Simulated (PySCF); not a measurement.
CBr₃, SMILES Br[C](Br)Br, doublet at its PBE0/def2-SVP optimised geometry (Å):

```
4

Br     1.3708    -0.0852     0.0000
C     -0.4909    -0.0852     0.0000
Br    -1.3705    -1.5555     0.7283
Br    -1.3708     1.5555     0.0000
```

Level of theory: unrestricted PBE0/def2-TZVP (PySCF). Cells within 0.4 Å of a nucleus heavier than hydrogen are left out (blank, or x).

Map of the deformation density (molecule minus spherical neutral atoms) (e/bohr³) on the plane z = 0.0 Å:

```
|333333333333333333333333333|
|333333333333333333333333333|
|333333222233333333333333333|
|333332222223333333333333333|
|333322211223333333333333333|
|333322100233333333333333333|
|333322102565333333333333333|
|33333234xx65322233333333333|
|33333465xx33222223333333333|
|33333466xx01222223333333333|
|333333431045322224443223333|
|333333222598322225752222333|
|333332222477236313441122333|
|33333222212xx8931xx40012233|
|33333222224xx6830xx40012233|
|333332222587124215752122333|
|333333322365212225642222333|
|333333332123222223433223333|
|333333454222222223333333333|
|333333455533222233333333333|
|333333345543333333333333333|
|333333333333333333333333333|
|333333333333333333333333333|
|333333333333333333333333333|
|333333333333333333333333333|
|333333333333333333333333333|
|333333333333333333333333333|
```
Scale: ten equal steps from -0.016 (start of '0') to 0.035 (end of '9'), in the order '0123456789'; x runs from -4.00 to 4.00, y from -4.00 (bottom) to 4.00 (top).
